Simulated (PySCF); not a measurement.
A series of related open-shell species. All by UKS B3LYP (pcH-1 on C F H N O Si) in PySCF, non-relativistic with spin–orbit coupling as a perturbation, on GFN2-xTB geometries; isolated species, one conformer each; SCF stability not tested in every run. Couplings are magnitudes for isotopes of over 50 % abundance, averaged over nuclei equivalent by connectivity (but not across a short bond from an atom whose three angles sum to over 350°); populations are Mulliken's. A GFN2-xTB geometry isn't a minimum of the functional, and hyperfine couplings can be far from their values at a DFT geometry.

```tsv
species	change	⟨S²⟩	g1	g2	g3	largest spin population on	largest couplings
CC([N])=O (triplet state)	none (reference member)	2.029	2.0031	2.0041	2.0118	nitrogen bonded to C (1.62)	1 × 14N 18 MHz, 3 × 1H 4 MHz
[N]c1cccc(F)c1 (triplet state)	none (reference member)	2.052	2.0021	2.0029	2.0034	nitrogen bonded to C (1.49)	1 × 14N 18 MHz, 1 × 1H 13 MHz, 1 × 1H 12 MHz, 1 × 1H 12 MHz, and 2 smaller
CC[N] (triplet state)	none (reference member)	2.007	2.0020	2.0035	2.0036	nitrogen bonded to C (1.83)	2 × 1H 119 MHz, 1 × 14N 22 MHz
[N]C1CC1 (triplet state)	none (reference member)	2.011	2.0021	2.0035	2.0035	nitrogen bonded to C (1.70)	1 × 1H 106 MHz, 1 × 14N 20 MHz, 2 × 1H 5 MHz, 2 × 1H 3 MHz
```

(1) Predict the same entries for `[N][SiH3]` [triplet].

(2) Which has the highest and which the lowest g_iso, and which the widest g anisotropy?

Answers

(1) ⟨S²⟩: 2.007; g1: 2.0021; g2: 2.0049; g3: 2.0049; largest spin population on: nitrogen bonded to Si (1.84); largest couplings: 3 × 1H 76 MHz, 1 × 14N 15 MHz. The largest Mulliken spin populations are on N1 (+1.84), Si2 (-0.10), H5 (+0.09) and H4 (+0.09). N1 is the only atom above +0.15. The positive populations add up to 2.10 and the negative ones to -0.10, together 2S = 2. (Numbering: [N:1][SiH3:2] (hydrogens: H3, H4, H5 on Si2).)

(2) Highest: CC([N])=O (triplet state) (2.0063, largest spin population on nitrogen bonded to C). Lowest: [N]c1cccc(F)c1 (triplet state) (2.0028, largest spin population on nitrogen bonded to C). Widest: CC([N])=O (triplet state), g3 − g1 = 0.0087, which alone would spread the powder pattern at 94 GHz over 14.5 mT.
